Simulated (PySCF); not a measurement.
Energy of Ru- (ruthenium, charge -1) between two integer charges

The 5s beta orbital of [Kr] 4d7 5s2 is emptied in steps (occupation f), with all orbitals relaxed, ending at [Kr] 4d7 5s1. Calculation: PySCF 2.14, in def2-TZVPPD with the def2 core potential (28 electrons) (6s4p3d2f1g, 56 functions); scalar relativity through the core potential. The exact energy is a straight line in f; departures are measured from the line between the end points of the same method.

| f | BHandHLYP (eV) | MN15 (eV) |
| --- | --- | --- |
| 1 | 0.000 | 0.000 |
| 0.75 | -0.228 | -0.205 |
| 0.5 | -0.307 | -0.245 |
| 0.25 | -0.234 | -0.153 |
| 0 | 0.000 | 0.000 |

**Question.** For MN15, how does the orbital energy at f = 1 compare with the removal energy?

**Answer.** −ε = -0.251 eV against a total-energy difference of 0.925 eV. By Janak's theorem ε = ∂E/∂f, so the gap between them reflects the curvature. Along the path −ε is 0.448 (f = 0.75), 1.061 (f = 0.5), 1.478 (f = 0.25) eV.

```json
{"method": "BHandHLYP", "E(f=0) − E(f=1) (eV)": "0.522", "−ε at f=1 (eV)": "-0.681", "−ε at f=0.5 (eV)": "0.506"}
{"method": "MN15", "E(f=0) − E(f=1) (eV)": "0.925", "−ε at f=1 (eV)": "-0.251", "−ε at f=0.5 (eV)": "1.061"}
```

At f = 1 the orbital energy is positive for BHandHLYP, MN15: only the finite basis holds the electron.

Reference removal energy between the ground levels: 1.046 eV (measured; photodetachment measurements, as compiled on the Wikipedia data page of electron affinities). The calculation has no spin-orbit coupling.
